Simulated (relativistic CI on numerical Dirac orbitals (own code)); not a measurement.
Method of calculation: Dirac-Coulomb-Breit CI, KLI orbitals optimised for each configuration, a model potential for QED, unscaled Slater integrals (own radial code, finite nucleus).

The strongest absorption lines from the ground level of an ion, among the configurations computed and to levels below about 107 eV (vacuum wavelength in nm, gf): 16.189 (0.61), 16.384 (0.44), 17.026 (0.85), 22.002 (1.6), 22.558 (12), 23.104 (2.2), 23.594 (6), 23.742 (1.8).

Question: Which ion is it?
A. Mo XI
B. Mo IX
C. Sr V
D. Ru XI

Answer: B. Mo IX has 34 electrons and the ground level 4s2 4p4 3P_2; the strongest line goes to 4s2 4p3 4d 3D°_3. The pattern of lines fixes the number of electrons, and along that sequence the line energies rise steadily with the charge (about as its square where n changes within one kind of shell, about linearly where n is kept but much faster in heavy ions where fine structure, which grows about as Z⁴, sets the gap, and irregularly where shells cross), which fixes Z. Configurations outside the model, such as inner-shell arrays, can give stronger lines. At this charge configurations can still be misplaced by up to about 7 % of their energy.

LS names give the leading component of a level, which can be under half, so a name can repeat, a term be missing and a line seem to break the LS rules.
